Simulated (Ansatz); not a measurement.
`C=C[CH2][GaH2]` + CH₃NH₂ → `C[NH][GaH2]` + propene at 298.15 K and 1 bar (ligand exchange at a Ga–C bond).

Gas-phase electronic energies from Ansatz, PBE0-D4/def2-TZVP geometries. CCSD(T)/CBS adds triple-zeta CCSD(T) − MP2 to the extrapolated MP2 energy (def2 sets, frozen cores). For Ga outer-core shells are correlated without core-valence functions, which leaves a few kJ/mol of doubt a bond. Scalar relativity is left out up to krypton. One conformer a species, not always the lowest.

| species | CCSD(T)/CBS energy (Eh) | H − E (kJ/mol) | S (J/(mol·K)) |
| --- | --- | --- | --- |
| `C=C[CH2][GaH2]` | -2042.27122 | 237.4 | 318.2 |
| CH₃NH₂ | -95.75281 | 180.0 | 240.4 |
| `C[NH][GaH2]` | -2020.30020 | 194.0 | 303.2 |
| `C=CC` | -117.74610 | 222.5 | 264.5 |

H − E and S are ideal-gas, rigid-rotor, harmonic terms from PBE0-D4/def2-TZVP, for one conformer and one mirror image of each species. 1 Eh = 2625.50 kJ/mol, R = 8.31446 J/(mol·K).

**Question.** By hand: ΔE, ΔH, ΔS and ΔG.

**Answer.** ΔE = (-2020.30020) + (-117.74610) − (-2042.27122) − (-95.75281) = -0.02227 Eh = -58.5 kJ/mol. Δ(H − E) = 194.0 + 222.5 − 237.4 − 180.0 = -0.9, so ΔH = -59.4 kJ/mol. ΔS = 303.2 + 264.5 − 318.2 − 240.4 = 9.1 J/(mol·K). ΔG = -59.4 − 298.15 × (9.1)/1000 = -62.1 kJ/mol.

**Question.** By hand: the equilibrium constant, and the temperature at which ΔG would vanish if ΔH and ΔS stayed fixed.

**Answer.** log₁₀ K = −ΔG/(RT ln 10) = 10.9. ΔH and −TΔS have one sign here, so there is no such temperature.

The number of gas molecules stays the same, so ΔS is small and ΔH decides. A doubt of 5 kJ/mol in ΔE shifts log₁₀ K by 0.9 here. Other conformers and mirror images would add mixing entropy, several J/(mol·K) or more a flexible species. These are equilibria of isolated gas molecules and say nothing of rates. Largest T1 diagnostic: 0.015 (customary marks: 0.02 for closed shells, 0.045 for open ones).

ΔS is within the doubt of such terms, so its sign, and with it that verdict, could turn.
